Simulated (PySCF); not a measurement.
**NMR problem set**

One conformer, averaged over atoms made equivalent by symmetry, fast rotation or ring inversion, non-relativistic, isolated molecule. Geometry from GFN2-xTB; NMR shieldings at PBE0/pcSseg-1/GIAO; PySCF.

References, each an isolated molecule treated in the same way: ¹H and ¹³C against TMS. Splittings of carbon signals by F and P are missing where no couplings were computed. Where no couplings were computed, multiplicities follow the n + 1 count of equivalent neighbours, and m marks all less simple cases (inequivalent or close neighbours, rings, F or P nearby). Shifts are as computed. Against solution values, carbons near 30 ppm lie about +3 ppm off and those near 130 ppm about +5 ppm; carbons on Cl a further +6 ppm. Of 1211 compounds with measured shifts, 218 miss one by over three times the rms of a fit or turn the order of signals round; such compounds aren't used in these exercises. Carbons bonded to Cl come out too deshielded.

(1) C9H6ClP. ¹H NMR (400 MHz, computed): δ 8.98 (m, 1H), 8.75 (m, 1H), 8.52 (m, 1H), 8.24 (d, 1H), 8.10 (m, 1H), 7.98 (m, 1H). ¹³C{¹H} NMR (computed): δ 187.1 (C), 153.9 (CH), 139.9 (CH), 138.6 (C), 137.5 (C), 137.0 (CH), 134.0 (CH), 133.6 (CH), 129.2 (CH). What is it?

(2) C5H12Si2. ¹H NMR (300 MHz, computed): δ 7.48 (m, 1H), 7.21 (m, 1H), 6.20 (m, 1H), 5.37 (m, 1H), 5.32 (m, 1H), 4.42 (m, 2H), 4.17 (d, 3H), 1.89 (m, 2H). ¹³C{¹H} NMR (computed): δ 155.8, 150.7, 144.0, 120.7, 23.2. What is it?

Results:

(1) SMILES C1=CC=C2C(Cl)=PC=CC2=C1. 9 carbon signals for 9 carbons: no two carbons are equivalent. Carbon types of the structure: 3 × C, 6 × CH, which accounts for all hydrogens. δC 187.1: aromatic carbon bearing chlorine. δC 153.9, 139.9, 137.0, 134.0, 133.6, 129.2: aromatic CH. δC 138.6, 137.5: ring-fusion aromatic carbon. δH 8.98, 8.75, 8.52, 8.24, 8.10, 7.98: hydrogen on an aromatic CH; the ring current deshields protons in the ring plane.

The shifts were computed for this structure.

(2) SMILES C=CC[SiH2]/C=C\[SiH3]. Rings plus π bonds: 2 (no ring in the answer). 5 carbon signals for 5 carbons: no two carbons are equivalent. Carbon types of the structure: 3 × CH, 2 × CH2, leaving 5 H on heteroatoms. δC 155.8, 150.7, 144.0: alkene CH; as expected for a trigonal carbon in a double bond. δC 120.7: terminal =CH2 carbon; as expected for a trigonal carbon in a double bond. δH 5.37, 5.32: hydrogen on a terminal =CH2 carbon; attached to an sp2 carbon and in the plane of the double bond. δH 1.89: hydrogen on an allylic sp3 CH2 bonded to Si; allylic position.

The shifts were computed for this structure.
